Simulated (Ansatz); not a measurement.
Gas-phase electronic energies from Ansatz, PBE0-D4/def2-TZVP geometries. CCSD(T)/CBS is the MP2 limit (def2-TZVPP, def2-QZVPP) plus CCSD(T) − MP2 in def2-TZVPP, frozen cores. Functionals use def2-TZVPP. def2 core potentials past Kr. For Ga, Sn outer-core shells are correlated without core-valence functions, which leaves a few kJ/mol of doubt a bond. Scalar relativity is left out up to krypton. Each species was taken in one conformer, which may not be the lowest.

Consider the redistribution: `[NH2][SnH]([OH])[SiH2]F` + `[CH3][GaH2]` → `[CH3][SnH]([NH2])[OH]` + `F[SiH2][GaH2]`.

`[NH2][SnH]([OH])[SiH2]F`:

Cartesian coordinates in Å:
```
N -1.689 -1.159 -0.131
Sn 0.200 -0.658 0.393
O 1.321 -1.526 -0.977
Si 0.773 1.841 0.129
F -0.282 2.457 -0.916
H -2.163 -0.488 -0.721
H -2.296 -1.386 0.645
H 0.492 -1.404 1.907
H 0.887 -2.307 -1.331
H 2.139 2.049 -0.408
H 0.619 2.580 1.409
```

`[CH3][GaH2]`:

Z-matrix (Å, degrees):
```
C
Ga 1 1.966
H 1 1.092 2 111.3
H 1 1.096 2 108.8 3 117.6
H 1 1.090 2 112.4 3 -123.0
H 2 1.574 1 121.1 3 142.3
H 2 1.575 1 120.1 3 -38.7
```

`[CH3][SnH]([NH2])[OH]`:

Cartesian coordinates in Å:
```
C 0.194 0.388 1.708
Sn 0.418 0.199 -0.397
N -0.471 -1.416 -1.229
O -0.605 1.732 -1.088
H -0.853 0.233 1.972
H 0.811 -0.344 2.230
H 0.489 1.392 2.013
H 2.015 0.249 -1.011
H -1.204 -1.850 -0.684
H 0.160 -2.137 -1.548
H -0.952 1.555 -1.966
```

`F[SiH2][GaH2]`:

Cartesian coordinates in Å:
```
F 2.046 0.104 0.803
Si 0.947 -0.181 -0.339
Ga -1.299 0.243 0.448
H 1.291 0.681 -1.505
H 1.118 -1.599 -0.768
H -1.605 0.736 1.906
H -2.499 0.015 -0.544
```

```tsv
level	ΔE (eV)
ωB97X-V	0.08
B2PLYP	0.09
```

(1) What does CCSD(T)/CBS give? (An estimate is asked.)

Largest T1 diagnostic among the species: 0.013.

Results:

(1) Computed: +0.07 eV. The listed levels differ from it by 0.01, 0.02 eV.
